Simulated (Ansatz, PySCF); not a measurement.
C2H4ClFSi2, SMILES F[Si@H]([SiH2]Cl)C#C. Atoms are numbered in the order given.

```xyz
10

C      2.8386     0.8301     0.6767
C      1.9174     0.0349     0.6630
Si     0.4696    -1.0742     0.6464
F      0.5752    -2.0853    -0.6246
Si    -1.4532     0.2416     0.4003
Cl    -1.1533     1.4769    -1.2379
H      3.6570     1.5290     0.6865
H      0.4522    -1.9024     1.8840
H     -2.6731    -0.5838     0.1658
H     -1.6548     1.0861     1.6142
```

Geometry: PBE0-D3(BJ)/def2-SVP. The structure was generated by enumeration; whether it is a known compound was not checked. One conformer was computed; it need not be the lowest.

Two levels are set side by side: PBE-D3(BJ)/def2-SVP (Ansatz, an electronic-structure program) and PBE0-D3(BJ)/def2-SVP (Ansatz). Each level has its own optimised geometry; the coordinates shown are those of the second. Frequencies come from the Hessian of PySCF at each geometry. Differences are taken from unrounded values.

```csv
quantity,PBE0-D3(BJ)
mean bond length (Å),1.626
bond C1–C2 (Å),1.217
bond C2–Si3 (Å),1.824
bond Si3–F4 (Å),1.628
bond Si3–Si5 (Å),2.343
bond Si5–Cl6 (Å),2.074
bond C1–H7 (Å),1.076
bond Si3–H8 (Å),1.489
bond Si5–H9 (Å),1.491
bond Si5–H10 (Å),1.492
highest harmonic wavenumber (cm⁻¹),3472
mean harmonic wavenumber (cm⁻¹),923
zero-point energy (kcal/mol),31.68
```

**Question.** What does PBE-D3(BJ) give, and how far is it from PBE0-D3(BJ)? (An estimate is asked for; the answer gives what the named calculation found.)

**Answer.** 
```tsv
quantity	PBE-D3(BJ)	PBE-D3(BJ) minus PBE0-D3(BJ)
mean bond length (Å)	1.637	0.011
bond C1–C2 (Å)	1.229	0.012
bond C2–Si3 (Å)	1.829	0.005
bond Si3–F4 (Å)	1.643	0.016
bond Si3–Si5 (Å)	2.354	0.011
bond Si5–Cl6 (Å)	2.087	0.014
bond C1–H7 (Å)	1.083	0.007
bond Si3–H8 (Å)	1.502	0.013
bond Si5–H9 (Å)	1.503	0.012
bond Si5–H10 (Å)	1.504	0.012
highest harmonic wavenumber (cm⁻¹)	3388	-84
mean harmonic wavenumber (cm⁻¹)	890	-34
zero-point energy (kcal/mol)	30.52	-1.16
```

GGA bonds tend to be longer and softer than those of functionals with exact exchange. Differences between two approximate levels are no errors against the true value.
